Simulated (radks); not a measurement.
Spin polarisation of the 4d5 shell in Mo. Start: [Kr] 4d(up 2.5, down 2.5) 5s(up 0.5, down 0.5); electrons of 4d are moved from spin down to spin up, other shells keep equal spins. Calculated with a radial shooting solver on a logarithmic mesh with Libxc functionals: scalar-relativistic Kohn-Sham, PBE, spin-polarised, spherical densities, finite nucleus; Fermi nuclear charge, rms radius of each element as measured or else 0.836 A^(1/3) + 0.57 fm.

| moment (Bohr magnetons) | E - E(0) (eV) | e(4d up) (eV) | e(4d down) (eV) | 5s down minus up (eV) |
|---|---|---|---|---|
| 0 | 0.000 | -3.753 | -3.753 | 0.000 |
| 1 | -0.147 | -4.027 | -3.437 | 0.293 |
| 2 | -0.589 | -4.257 | -3.078 | 0.590 |
| 3 | -1.326 | -4.442 | -2.674 | 0.892 |
| 4 | -2.356 | -4.570 | -2.221 | 1.200 |
| 5 | -3.671 | -4.623 | -1.717 | 1.508 |

At moment 5 the spin-polarisation energy is -3.671 eV and the 4d exchange splitting 2.905 eV, that is 0.581 eV per Bohr magneton; E = -I m^2/4 would give I = 0.587 eV.
